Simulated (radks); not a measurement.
Dipole-allowed excitations along the series with 12 electrons in [Ne] 3s2. Calculated with a radial shooting solver on a logarithmic mesh with Libxc functionals: scalar-relativistic Kohn-Sham, LB94 model potential, spin-polarised, spherical densities, finite nucleus; Fermi nuclear charge, rms radius of each element as measured or else 0.836 A^(1/3) + 0.57 fm. Time-dependent linear response with the Hartree and adiabatic LDA kernel, continuum included through the Sternheimer equations, no spin-orbit coupling, so fine structure and intercombination lines are absent. Lines are the poles of the dipole polarisability below minus the highest occupied eigenvalue, found on a grid refined at the orbital gaps; the lowest seven at most are given, and weak or close lines can be missed. The first line takes the name of the lowest orbital gap if no other gap lies below it; otherwise a line is named after a gap within 0.6 % of it, if that gap stands alone.

species,-e(HOMO) (eV),lowest orbital gap (eV),first line (eV),f,static alpha (bohr^3),measured (eV)
Mg,7.877,3s-3p 3.712,4.632 (3s-3p),1.63,60.26,3s-3p 4.346
Al+,19.219,3s-3p 5.979,7.766 (3s-3p),1.72,21.49,3s-3p 7.421
Si2+,34.031,3s-3p 8.149,10.615 (3s-3p),1.58,10.65,-
P3+,52.122,3s-3p 10.280,13.349 (3s-3p),1.43,6.185,-
S4+,73.407,3s-3p 12.398,16.029 (3s-3p),1.31,3.952,-
Cl5+,97.844,3s-3p 14.515,18.686 (3s-3p),1.21,2.694,-

Measured values: term averages from the NIST Handbook of Basic Atomic Spectroscopic Data.
